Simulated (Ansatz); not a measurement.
Isolated molecules relaxed with PBE0-D4/def2-TZVP in Ansatz; ΔE leaves out vibrations. CBS: MP2 limit from def2 TZ/QZ plus the TZ coupled-cluster correction, frozen cores. This one scheme is used for every species. DFT in def2-TZVPP. Each species was taken in one conformer, which may not be the lowest.

Consider the hydrogenolysis of a C–O bond: `N=C=C[O][AlH2]` + H₂ → `C=C=N` + `[OH][AlH2]`.

`N=C=C[O][AlH2]`:

```xyz
9

N     1.839    1.542    0.070
C     1.343    0.437   -0.119
C     0.876   -0.789   -0.167
O    -0.355   -1.165    0.262
Al   -1.876   -0.414    0.375
H     1.711    2.201   -0.701
H     1.504   -1.575   -0.574
H    -2.048    1.045   -0.208
H    -2.993   -1.283    1.063
```

H₂:

Cartesian coordinates in Å:
```
H 0.035 -0.367 0.059
H -0.035 0.367 -0.059
```

`C=C=N`:

Cartesian coordinates in Å:
```
C 0.035 -0.959 0.146
C -0.033 0.301 -0.190
N -0.112 1.439 -0.614
H 0.988 -1.470 0.153
H -0.860 -1.494 0.431
H -0.018 2.183 0.074
```

`[OH][AlH2]`:

Cartesian coordinates in Å:
```
O -0.782 0.903 0.230
Al 0.138 -0.481 -0.105
H -0.399 1.766 0.380
H 1.717 -0.374 -0.184
H -0.675 -1.815 -0.321
```

```
       level  ΔE (kJ/mol)
     ωB97X-V       -128.2
     ωB97M-V       -131.3
     r2SCANh       -131.7
MP2/def2-SVP       -120.1
```

Problem. What does CCSD(T)/CBS give? (Estimate.)

Solution. Ansatz gave: -132.0 kJ/mol. The listed levels differ from it by 3.8, 0.7, 0.3, 11.9 kJ/mol.

Largest T1 diagnostic among the species: 0.015.

The D4 term adds +8.7 kJ/mol with B3LYP and +4.9 kJ/mol with PBE0; it sums over pairs of atoms, weighted by their polarisabilities, and B3LYP, whose exchange is more repulsive, gets the larger term. In def2-TZVPP, CCSD(T) changes the Hartree–Fock value by +17.0 kJ/mol (the triples alone add +4.9 kJ/mol) and MP2 by +12.4 kJ/mol.

B3LYP here is the variant with VWN-RPA as its local correlation; programs differ in this.
